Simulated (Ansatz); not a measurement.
Basis-set series for C2H5ClO2Si (`O=CC(Cl)O[SiH3]`). The species carries charge 0 and has multiplicity 1. The structure was optimised at the PBE0-D4/def2-TZVP level. It is one conformer, not always the lowest.

```tsv
atom	x (Å)	y (Å)	z (Å)
O1	2.4051	0.9933	1.6052
C2	1.8522	0.7923	0.5660
C3	0.3569	0.5610	0.4554
Cl4	-0.2979	2.1015	-0.2393
O5	0.1292	-0.5083	-0.3614
Si6	-1.3758	-1.1450	-0.6975
H7	2.3789	0.7539	-0.4083
H8	-0.0989	0.4676	1.4441
H9	-2.1777	-1.1563	0.5532
H10	-2.0645	-0.3445	-1.7356
H11	-1.1075	-2.5156	-1.1816
```

```
functional       basis  functions  energy (Eh)  HOMO (eV)  LUMO (eV)
   PBE0-D4    def2-SVP        117   -978.43473      -7.77      -1.29
   PBE0-D4  def2-QZVPP        518   -979.00272      -7.98      -1.58
   ωB97M-V    def2-SVP        117   -978.83012     -10.13       1.10
   ωB97M-V  def2-QZVPP        518   -979.40280     -10.36       0.64
```

(1) Give the rows for def2-TZVPP. (Best estimate.)

Results:

(1) The calculation gave: 
```json
{"functional": "PBE0-D4", "basis": "def2-TZVPP", "functions": "278", "energy (Eh)": "-978.96654", "HOMO (eV)": "-7.94", "LUMO (eV)": "-1.52"}
{"functional": "ωB97M-V", "basis": "def2-TZVPP", "functions": "278", "energy (Eh)": "-979.36872", "HOMO (eV)": "-10.32", "LUMO (eV)": "0.77"}
```

Positive LUMOs are unbound and depend on the basis.

Computed with Ansatz.
